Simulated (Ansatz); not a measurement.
This geometry of BFH2O2 + ClH (8 atoms, charge 0, multiplicity 1) is a first-order saddle point.

Computed with RKS PBE/def2-SVP in Ansatz.

```xyz
8
Properties=species:S:1:pos:R:3
B -0.163 -0.231 -0.296
F 1.393 0.256 0.117
O -0.555 0.348 -1.457
O -0.357 -1.552 -0.067
H 0.854 0.773 0.947
Cl -0.666 0.951 1.455
H -0.312 1.283 -1.547
H -0.194 -1.828 0.849
```

(1) Which two structures does it join? (They come from a converged band through this point; their orientation in space is the band's.)

(2) How far does it lie above each of them?

Answers

(1) Bonds broken: B1–F2, H5–Cl6. Bonds formed: B1–Cl6, F2–H5. BFH2O2 + ClH becomes BClH2O2 + FH.

Image 0:

```xyz
8
Properties=species:S:1:pos:R:3
B -0.016 -0.418 -0.645
F 1.120 0.116 -0.084
O -0.626 0.222 -1.675
O -0.517 -1.591 -0.182
H 0.551 1.090 1.534
Cl -0.339 1.476 2.403
H -0.166 1.044 -1.920
H -0.006 -1.938 0.570
```

Image 8:

```xyz
8
Properties=species:S:1:pos:R:3
B -0.536 -0.268 -0.297
F 2.069 0.571 0.521
O -0.522 0.276 -1.534
O -0.395 -1.603 -0.135
H 1.321 0.868 1.012
Cl -0.868 0.795 1.165
H -0.634 1.242 -1.528
H -0.434 -1.880 0.796
```

(2) 111.3 kJ/mol above the first and 56.3 kJ/mol above the second. This is the barrier of this one path; another mechanism may lie lower. The orbitals stay closed-shell, which can raise the energy where a bond breaks towards radicals; this wasn't checked here.

Run time: 2.8 min on 2 threads of Arm Neoverse N1, with other jobs on the host, peak memory 0.14 GiB.
